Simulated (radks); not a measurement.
Q: Ionisation of neutral tantalum, [Xe] 4f14 5d3 6s2, to [Xe] 4f14 5d3 6s1 as the strength of local exchange is varied. All-electron calculation, scalar-relativistic Kohn-Sham, Slater X-alpha exchange (alpha = 2/3 is LDA exchange), no correlation, spin-unpolarised, spherical densities, point nucleus. Program: a radial shooting solver on a logarithmic mesh with Libxc functionals.

alpha  E(Ta) (hartree)  exchange (hartree)  IE (eV)  -e of the level emptied (eV)  <r> of it (bohr)
0.594      -15555.2061           -265.1623    7.300                    4.321 (6s)             3.389
0.667      -15587.9875           -298.4350    7.723                    4.690 (6s)             3.337
0.77       -15634.3688           -345.6342    8.347                    5.248 (6s)             3.263
0.794      -15645.1976           -356.6745    8.497                    5.383 (6s)             3.246
0.827      -15660.1004           -371.8811    8.706                    5.573 (6s)             3.222
0.884      -15685.8778           -398.2181    9.073                    5.909 (6s)             3.182
x          -15611.8349           -322.6851    8.040                    4.972 (6s)             3.299

Which alpha was used in the last row?

A: alpha = 0.72. NIST Atomic Spectra Database: 7.550 eV (measured). The Delta-SCF value meets it near alpha = 0.64. Spin polarisation and multiplet splitting are left out, so open shells lie too high by an amount that depends on their filling. Spin-orbit splitting is averaged out at the scalar-relativistic level.

Beside tabulated values, note that spin-unpolarised runs miss the spin-polarisation part of the exchange energy of open shells.
